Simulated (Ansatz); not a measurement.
Input for Ansatz (a first-principles code): R-wB97X-V/def2-TZVPP on O2Ru (SMILES [O]=[Ru]=[O]), 2S+1 = 1, a spin state set in the input, which need not be the lowest. Elements past Kr take the def2 small-core potentials; no spin–orbit coupling.

Ansatz 0.2 input:
```yaml
crystal:
  periodic: [false, false, false]
  atoms:
    - {symbol: Ru, position_ang: [0.14608877, -0.04424670, 0.15592851]}
    - {symbol: O, position_ang: [1.15991806, 0.24014723, -1.14316866]}
    - {symbol: O, position_ang: [-1.33927556, -0.14862894, 0.91692051]}
basis:
  gaussian:
    orbitals: def2-TZVPP
hamiltonian:
  xc: {name: wB97X-V}
```

It printed:

```
WARN ansatz: RAYON_NUM_THREADS=1 ignored (pool sized by the plan → 1); use --threads N
Functional definition: wB97X-V
integrals: 0.05 GiB planned
659 factors; their error is unknown
integrals: 0.08 GiB planned
114 factors; integrals over basis functions are off by at most 7.8e-5 eV
mean field: 0.45 GiB planned
mean field evaluation 1: about -6668.1953 eV, gradient 6.0e1 eV
mean field evaluation 2: about -6653.0369 eV, gradient 1.2e2 eV
mean field evaluation 4: about -6673.8813 eV, gradient 1.9e0 eV
mean field evaluation 8: about -6673.9147 eV, gradient 2.1e-1 eV
mean field evaluation 16: about -6673.9363 eV, gradient 1.5e-3 eV
mean field -6673.93632139 eV, -245.2626360545 hartree, gradient 5.3e-5 eV, S^2 0.000000; 0 other end points of the search recorded, 0 dependent functions left out
reference -6673.93631879 eV, -245.2626359592 hartree; 16, 16 occupied and 102, 102 virtual orbitals, 659 factors
Total energy: -6673.93631879 eV, -245.2626359592 hartree
```

The run converged.

Cost: roughly 6 core-seconds.
